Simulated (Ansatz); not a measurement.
Calculated with Ansatz (gas phase, PBE0-D4/def2-TZVP geometries, no zero-point term in ΔE). CCSD(T)/CBS adds triple-zeta CCSD(T) − MP2 to the extrapolated MP2 energy (def2 sets, frozen cores). DFT in def2-TZVPP. One conformer a species, not always the lowest.

Reaction (ligand exchange at the Si–C bond): `[SiH3][CH2][AlH][SiH3]` + `CC(=N)Cl` → `C/C(Cl)=N\[SiH3]` + `[CH3][AlH][SiH3]`

| species | ωB97X-V energy (Eh) |
| --- | --- |
| `[SiH3][CH2][AlH][SiH3]` | -864.81763 |
| `CC(=N)Cl` | -593.52228 |
| `C/C(Cl)=N\[SiH3]` | -884.19260 |
| `[CH3][AlH][SiH3]` | -574.15628 |

**Question.** Work out ΔE.

**Answer.** ΔE = (-884.19260) + (-574.15628) − (-864.81763) − (-593.52228) = -0.00897 Eh = -0.24 eV. CCSD(T)/CBS gives -0.23 eV.

Largest T1 diagnostic among the species: 0.012.

In def2-TZVPP, CCSD(T) changes the Hartree–Fock value by +0.11 eV (the triples alone add +0.01 eV) and MP2 by +0.07 eV.
